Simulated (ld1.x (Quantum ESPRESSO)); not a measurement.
## Configuration tests for gadolinium (TM)

gadolinium (Gd), norm-conserving Troullier–Martins (Kleinman–Bylander form), made with ld1.x (Quantum ESPRESSO) 7.5 (PBE, scalar-relativistic). Core [Xe], reference 4f7 5d1 6s2 6p0. Waves: 6s (bound): rc 2.50 bohr; 6p (bound, empty): rc 3.70 bohr; 5d (bound): rc 3.40 bohr; 4f (bound): rc 1.05 bohr. Local part: the f channel. Core correction: none.

Energies are relative to the spin-unpolarised reference configuration 4f7 5d1 6s2 6p0; without spin polarisation the order of configurations can differ from experiment. Not all tests gave a result: 2 of 7 tests not solved or not reliable. Left out of the table: 4f8 5d0 6s2 6p0 (pseudo-atom not self-consistent, printed error -668 eV); 4f6 5d2 6s2 6p0 (solver errors, printed error -762 eV).

Q: Give the all-electron excitation energy and the error of the potential for: 4f7 5d1 6s1 6p0; 4f7 5d1 6s0 6p0; 4f7 5d0 6s0 6p0; 4f7 5d1 6s0 6p1; 4f7 5d1 6s1 6p1.

A:

| valence configuration | charge | ΔE all-electron (eV) | error AE − PS (meV) |
| --- | --- | --- | --- |
| 4f7 5d1 6s1 6p0 | +1 | 6.645 | +57 |
| 4f7 5d1 6s0 6p0 | +2 | 18.745 | +202 |
| 4f7 5d0 6s0 6p0 | +3 | 38.580 | +494 |
| 4f7 5d1 6s0 6p1 | +1 | 10.220 | +70 |
| 4f7 5d1 6s1 6p1 | 0 | 2.869 | +18 |

Levels in the configuration 4f7 5d1 6s1 6p1:

```csv
level,all-electron (eV),pseudo (eV)
4f,-9.990,-9.862
5d,-3.551,-3.475
6s,-4.858,-4.807
6p,-1.914,-1.901
```

These tests converged, but a pseudo level misses the all-electron one widely, so the file describes the atom poorly there or has found another state: 4f7 5d0 6s0 6p0: empty 6s by 5.9 eV.

Note: ghost states, extra bound levels that the all-electron valence spectrum of the same l lacks: s at -787.2 eV, p at -734.9 eV, s at -209.6 eV, d at -208.3 eV, p at -85.2 eV. A true bound ghost makes a file unfit for plane-wave use.
